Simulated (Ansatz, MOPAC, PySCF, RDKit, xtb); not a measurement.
Dimer: CH3Cl (SMILES CCl) (first 5 atoms) with CHN (SMILES C#N); geometry from B3LYP-D3(BJ)/def2-TZVP, rigid monomers moved along the line of their centres of mass till H5···N7 is 3.65 Å.
(charge 0, multiplicity 1):
```xyz
8

C      0.54167    -0.45954     1.10028
Cl    -1.00396     0.40608     1.41868
H      0.30405    -1.39276     0.59960
H      1.15362     0.17353     0.46565
H      1.02878    -0.64238     2.05280
C      0.32704     0.02447     5.61447
N      1.33573    -0.51554     5.68586
H     -0.61053     0.52452     5.52504
```

Monomers are frozen at their geometry in the pair; levels with a basis set take the counterpoise correction. Rows marked so take none. RDKit's UFF carries no charges.

Correlated levels freeze the cores. Rows in 6-31G* carry no dispersion term and start afresh at each structure (6-31G* with six Cartesian d functions). The state that AM1 reach isn't checked.

Run with Ansatz (a first-principles code); MOPAC for AM1 (differences of heats of formation); PySCF for 6-31G* rows, the dispersion terms; RDKit for the force fields; xtb for the GFN methods. Each number belongs to the level named beside it.

| level | interaction energy (kcal/mol) |
|---|---|
| MMFF94 | -1.77 |
| UFF | -0.47 |
| AM1 | -0.51 |
| GFN1-xTB | -0.74 |
| r2SCAN-D3(BJ)/def2-TZVPPD | -1.62 |
| B3LYP/def2-TZVPPD | -1.04 |
| M06-2X/6-31G* (no counterpoise) | [?] |
| wB97X-V/def2-TZVPPD | -1.64 |
| CCSD/aug-cc-pV(D+d)Z | [?] |

### Question
Complete the blanks.

### Answer

- M06-2X/6-31G* (no counterpoise), interaction energy (kcal/mol): -1.68
- CCSD/aug-cc-pV(D+d)Z, interaction energy (kcal/mol): -1.46
